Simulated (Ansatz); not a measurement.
ClFH₃NOSi, SMILES `N[Si](O)(F)Cl`. The species carries charge 0 and has multiplicity 1. Geometry: relaxed with PBE0-D4/def2-TZVP. It is one conformer, not always the lowest.

```xyz
8

N     0.819    0.592    0.673
Si   -0.398    0.039   -0.357
O    -0.953   -1.417    0.092
F    -1.702    0.935   -0.392
Cl    0.374    0.061   -2.243
H     1.489    1.274    0.357
H     0.676    0.630    1.669
H    -0.305   -2.115    0.201
```

Problem. What is the dipole moment at ωB97M-V/def2-TZVPP? (An estimate is asked.)

Solution. Ansatz gave: 3.10 D, with components (2.36, -0.33, 1.98) D in this frame, pointing from negative to positive charge.

Problem. And with PBE, r2SCAN, B3LYP? (Estimate.)

Solution. Ansatz gave: PBE 3.04 D, r2SCAN 3.09 D, B3LYP 3.10 D.

Problem. Give the Mulliken charges with ωB97M-V, B3LYP, r2SCAN in def2-TZVPP. (An estimate is asked.)

Solution. Computed: 
```tsv
atom	ωB97M-V	B3LYP	r2SCAN
N1	-0.35	-0.39	-0.44
Si2	0.77	0.81	0.84
O3	-0.36	-0.37	-0.39
F4	-0.29	-0.30	-0.30
Cl5	-0.22	-0.25	-0.25
H6	0.13	0.15	0.17
H7	0.13	0.15	0.17
H8	0.19	0.19	0.21
```

B3LYP here is the variant with VWN-RPA as its local correlation; programs differ in this.
